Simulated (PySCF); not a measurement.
Si(H)3(Et) (C2H8Si), SMILES CC[SiH3]. The structure is a stationary point at PBE0-D3(BJ)/def2-SVP.

The numbers are results of PBE0-D3(BJ)/def2-SVP run with PySCF, not measurements.

Harmonic wavenumbers (cm⁻¹): 148, 221, 231, 509, 600, 698, 764, 925, 944, 948, 985, 988, 1067, 1249, 1257, 1395, 1430, 1473, 1477, 2219, 2220, 2226, 3049, 3058, 3110, 3139, 3143. Rotational constants (GHz): 23.39, 4.834, 4.435; symmetry number 1.

Work out the zero-point energy and the ideal-gas rigid-rotor harmonic-oscillator thermochemistry at 298.15 K and 1 atm.

ZPE = ½ Σ hcν = ½ × 39473 cm⁻¹ = 236.10 kJ/mol. H − E(el) = 252.76 kJ/mol. Entropy in J/(mol K): translation 159.84, rotation 100.31, vibration 37.26, total 297.42. G − E(el) = 164.08 kJ/mol. Cp = 85.48 J/(mol K). Modes under 150 cm⁻¹ make the vibrational entropy uncertain.
